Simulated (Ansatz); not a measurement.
Consider the ligand exchange at the Si–C bond: `C/C([SiH3])=C\O` + CH₃NH₂ → `CN[SiH3]` + `C/C=C/O`.

Calculated with Ansatz (gas phase, PBE0-D4/def2-TZVP geometries, no zero-point term in ΔE). CBS: MP2 limit from def2 TZ/QZ plus the TZ coupled-cluster correction, frozen cores. Double bonds are as drawn, so ΔE can hold a change between cis and trans. DFT in def2-TZVPP. HSE06 is defined as in plane-wave codes. Each species was taken in one conformer, which may not be the lowest.

```json
{"level": "PBE-D4", "ΔE (kcal/mol)": "-7.6", "difference from CCSD(T)/CBS": "1.5"}
{"level": "BLYP-D4", "ΔE (kcal/mol)": "-8.9", "difference from CCSD(T)/CBS": "0.2"}
{"level": "HSE06-D4", "ΔE (kcal/mol)": "-8.3", "difference from CCSD(T)/CBS": "0.8"}
{"level": "ωB97M-V", "ΔE (kcal/mol)": "-9.4", "difference from CCSD(T)/CBS": "-0.3"}
{"level": "PBE-QIDH", "ΔE (kcal/mol)": "-9.1", "difference from CCSD(T)/CBS": "0.0"}
{"level": "PBE", "ΔE (kcal/mol)": "-8.2", "difference from CCSD(T)/CBS": "0.9"}
{"level": "r2SCAN", "ΔE (kcal/mol)": "-9.0", "difference from CCSD(T)/CBS": "0.1"}
{"level": "BHLYP", "ΔE (kcal/mol)": "-11.3", "difference from CCSD(T)/CBS": "-2.2"}
{"level": "RPA@PBE/def2-TZVPP", "ΔE (kcal/mol)": "-8.9", "difference from CCSD(T)/CBS": "0.2"}
{"level": "CCSD(T)/def2-SVP", "ΔE (kcal/mol)": "-9.2", "difference from CCSD(T)/CBS": "-0.1"}
{"level": "MP2/def2-TZVPP", "ΔE (kcal/mol)": "-9.1", "difference from CCSD(T)/CBS": "0.0"}
{"level": "MP2/def2-QZVPP", "ΔE (kcal/mol)": "-9.0", "difference from CCSD(T)/CBS": "0.1"}
{"level": "SCS-MP2/def2-QZVPP", "ΔE (kcal/mol)": "-9.8", "difference from CCSD(T)/CBS": "-0.7"}
{"level": "HF/CBS(def2)", "ΔE (kcal/mol)": "-12.6", "difference from CCSD(T)/CBS": "-3.5"}
{"level": "MP2/CBS(def2)", "ΔE (kcal/mol)": "-9.0", "difference from CCSD(T)/CBS": "0.1"}
{"level": "CCSD/CBS(def2)", "ΔE (kcal/mol)": "-9.7", "difference from CCSD(T)/CBS": "-0.6"}
{"level": "CCSD(T)/CBS", "ΔE (kcal/mol)": "-9.1", "difference from CCSD(T)/CBS": "0"}
```

Largest T1 diagnostic among the species: 0.012.

Leaving LDA and LC-ωPBE aside and taking each functional with its dispersion term where it has one, the values, not all of them listed here, spread over 3.1 kcal/mol, from BHLYP-D4 to revPBE-D4. In def2-TZVPP, CCSD(T) changes the Hartree–Fock value by +3.4 kcal/mol (the triples alone add +0.7 kcal/mol) and MP2 by +3.5 kcal/mol.

CCSD(T)/CBS has its own doubt, a few kJ/mol and more with outer-core shells, so smaller differences from it don't rank the levels.
